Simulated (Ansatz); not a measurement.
Consider the redistribution: `[OH][InH][CH2][SiH3]` + `CC[SeH]` → `C[CH2][InH][OH]` + `[SiH3]C[SeH]`.

Gas-phase electronic energies from Ansatz, PBE0-D4/def2-TZVP geometries. CCSD(T)/CBS adds triple-zeta CCSD(T) − MP2 to the extrapolated MP2 energy (def2 sets, frozen cores). Functionals use def2-TZVPP. B3LYP here is the variant with VWN-RPA as its local correlation; programs differ in this. HSE06 is defined as in plane-wave codes. Elements past krypton have def2 core potentials. For In, Se outer-core shells are correlated without core-valence functions, which leaves a few kJ/mol of doubt a bond. Scalar relativity is left out up to krypton. One conformer a species, not always the lowest.

`[OH][InH][CH2][SiH3]`:

Cartesian coordinates in Å:
```
O -0.862 1.146 -2.205
In -1.659 0.323 -0.573
C -0.266 -0.879 0.547
Si 1.365 -0.023 0.812
H 0.073 0.953 -2.310
H -3.305 0.724 -0.367
H -0.108 -1.795 -0.032
H -0.725 -1.161 1.497
H 2.332 -0.848 1.589
H 1.990 0.298 -0.502
H 1.166 1.260 1.543
```

`CC[SeH]`:

```xyz
9

C    -0.525   -0.407    0.724
C     0.361   -0.322   -0.498
Se    0.206    1.366   -1.477
H    -0.424   -1.386    1.202
H    -1.574   -0.259    0.461
H    -0.256    0.353    1.461
H     0.089   -1.075   -1.241
H     1.412   -0.470   -0.253
H     0.711    2.200   -0.378
```

`C[CH2][InH][OH]`:

Cartesian coordinates in Å:
```
C -1.001 1.117 0.899
C -0.669 -0.096 0.041
In 1.417 -0.351 -0.451
O 1.822 -1.950 -1.584
H -0.489 1.088 1.864
H -0.713 2.053 0.413
H -2.075 1.181 1.106
H -1.207 -0.062 -0.912
H -0.985 -1.022 0.531
H 2.855 0.509 -0.095
H 1.046 -2.466 -1.811
```

`[SiH3]C[SeH]`:

Cartesian coordinates in Å:
```
Si -0.927 -0.398 -0.408
C 0.398 0.069 0.832
Se 1.606 1.425 0.104
H -1.753 0.791 -0.733
H -1.802 -1.471 0.142
H -0.280 -0.902 -1.648
H -0.057 0.540 1.706
H 0.976 -0.789 1.177
H 1.840 0.734 -1.172
```

```json
{"level": "LDA (SPW92)", "ΔE (kJ/mol)": "27.9", "difference from CCSD(T)/CBS": "-1.8"}
{"level": "PBE-D4", "ΔE (kJ/mol)": "26.2", "difference from CCSD(T)/CBS": "-3.5"}
{"level": "revPBE-D4", "ΔE (kJ/mol)": "25.6", "difference from CCSD(T)/CBS": "-4.1"}
{"level": "BLYP-D4", "ΔE (kJ/mol)": "24.5", "difference from CCSD(T)/CBS": "-5.2"}
{"level": "r2SCAN-D4", "ΔE (kJ/mol)": "29.7", "difference from CCSD(T)/CBS": "0.0"}
{"level": "B97M-V", "ΔE (kJ/mol)": "31.3", "difference from CCSD(T)/CBS": "1.6"}
{"level": "PBE0-D4", "ΔE (kJ/mol)": "28.3", "difference from CCSD(T)/CBS": "-1.4"}
{"level": "B3LYP-D4", "ΔE (kJ/mol)": "26.6", "difference from CCSD(T)/CBS": "-3.1"}
{"level": "r2SCANh-D4", "ΔE (kJ/mol)": "30.0", "difference from CCSD(T)/CBS": "0.3"}
{"level": "r2SCAN0-D4", "ΔE (kJ/mol)": "30.5", "difference from CCSD(T)/CBS": "0.8"}
{"level": "HSE06-D4", "ΔE (kJ/mol)": "28.3", "difference from CCSD(T)/CBS": "-1.4"}
{"level": "BHLYP-D4", "ΔE (kJ/mol)": "29.2", "difference from CCSD(T)/CBS": "-0.5"}
{"level": "CAM-B3LYP-D4", "ΔE (kJ/mol)": "28.0", "difference from CCSD(T)/CBS": "-1.7"}
{"level": "ωB97X-V", "ΔE (kJ/mol)": "28.7", "difference from CCSD(T)/CBS": "-1.0"}
{"level": "B2PLYP", "ΔE (kJ/mol)": "27.5", "difference from CCSD(T)/CBS": "-2.2"}
{"level": "PBE-QIDH", "ΔE (kJ/mol)": "30.0", "difference from CCSD(T)/CBS": "0.3"}
{"level": "PBE", "ΔE (kJ/mol)": "25.5", "difference from CCSD(T)/CBS": "-4.2"}
{"level": "revPBE", "ΔE (kJ/mol)": "24.2", "difference from CCSD(T)/CBS": "-5.5"}
{"level": "BLYP", "ΔE (kJ/mol)": "23.2", "difference from CCSD(T)/CBS": "-6.5"}
{"level": "r2SCAN", "ΔE (kJ/mol)": "29.4", "difference from CCSD(T)/CBS": "-0.3"}
{"level": "PBE0", "ΔE (kJ/mol)": "27.6", "difference from CCSD(T)/CBS": "-2.1"}
{"level": "B3LYP", "ΔE (kJ/mol)": "25.5", "difference from CCSD(T)/CBS": "-4.2"}
{"level": "r2SCANh", "ΔE (kJ/mol)": "29.8", "difference from CCSD(T)/CBS": "0.1"}
{"level": "HSE06", "ΔE (kJ/mol)": "27.6", "difference from CCSD(T)/CBS": "-2.1"}
{"level": "BHLYP", "ΔE (kJ/mol)": "28.2", "difference from CCSD(T)/CBS": "-1.5"}
{"level": "LC-ωPBE", "ΔE (kJ/mol)": "28.6", "difference from CCSD(T)/CBS": "-1.1"}
{"level": "RPA@PBE/def2-TZVPP", "ΔE (kJ/mol)": "27.5", "difference from CCSD(T)/CBS": "-2.2"}
{"level": "HF/def2-SVP", "ΔE (kJ/mol)": "30.6", "difference from CCSD(T)/CBS": "0.9"}
{"level": "MP2/def2-SVP", "ΔE (kJ/mol)": "31.4", "difference from CCSD(T)/CBS": "1.7"}
{"level": "CCSD/def2-SVP", "ΔE (kJ/mol)": "29.8", "difference from CCSD(T)/CBS": "0.1"}
{"level": "HF/def2-TZVPP", "ΔE (kJ/mol)": "30.4", "difference from CCSD(T)/CBS": "0.7"}
{"level": "MP2/def2-TZVPP", "ΔE (kJ/mol)": "30.3", "difference from CCSD(T)/CBS": "0.6"}
{"level": "SCS-MP2/def2-TZVPP", "ΔE (kJ/mol)": "29.1", "difference from CCSD(T)/CBS": "-0.6"}
{"level": "CCSD/def2-TZVPP", "ΔE (kJ/mol)": "29.2", "difference from CCSD(T)/CBS": "-0.5"}
{"level": "CCSD(T)/def2-TZVPP", "ΔE (kJ/mol)": "29.4", "difference from CCSD(T)/CBS": "-0.3"}
{"level": "HF/def2-QZVPP", "ΔE (kJ/mol)": "30.4", "difference from CCSD(T)/CBS": "0.7"}
{"level": "SCS-MP2/def2-QZVPP", "ΔE (kJ/mol)": "29.3", "difference from CCSD(T)/CBS": "-0.4"}
{"level": "HF/CBS(def2)", "ΔE (kJ/mol)": "30.4", "difference from CCSD(T)/CBS": "0.7"}
{"level": "MP2/CBS(def2)", "ΔE (kJ/mol)": "30.6", "difference from CCSD(T)/CBS": "0.9"}
{"level": "CCSD/CBS(def2)", "ΔE (kJ/mol)": "29.5", "difference from CCSD(T)/CBS": "-0.2"}
{"level": "CCSD(T)/CBS", "ΔE (kJ/mol)": "29.7", "difference from CCSD(T)/CBS": "0"}
```

(1) What do rigid-rotor, harmonic-oscillator terms from PBE0-D4/def2-TZVP frequencies (298.15 K, 1 bar) make of the CCSD(T)/CBS value? (An estimate is asked.)

Largest T1 diagnostic among the species: 0.015.

Results:

(1) The calculation gave: ΔZPE = -0.8 kJ/mol, ΔH = +29.3 kJ/mol, ΔS = 4 J/(mol·K), ΔG = +28.1 kJ/mol. Modes under 50 cm⁻¹ make the entropy rough.

Leaving LDA and LC-ωPBE aside and taking each functional with its dispersion term where it has one, the values spread over 6.8 kJ/mol, from BLYP-D4 to B97M-V. From BLYP to BHLYP (50 % exact exchange), in def2-TZVPP and without D4, ΔE moves by +5.0 kJ/mol.
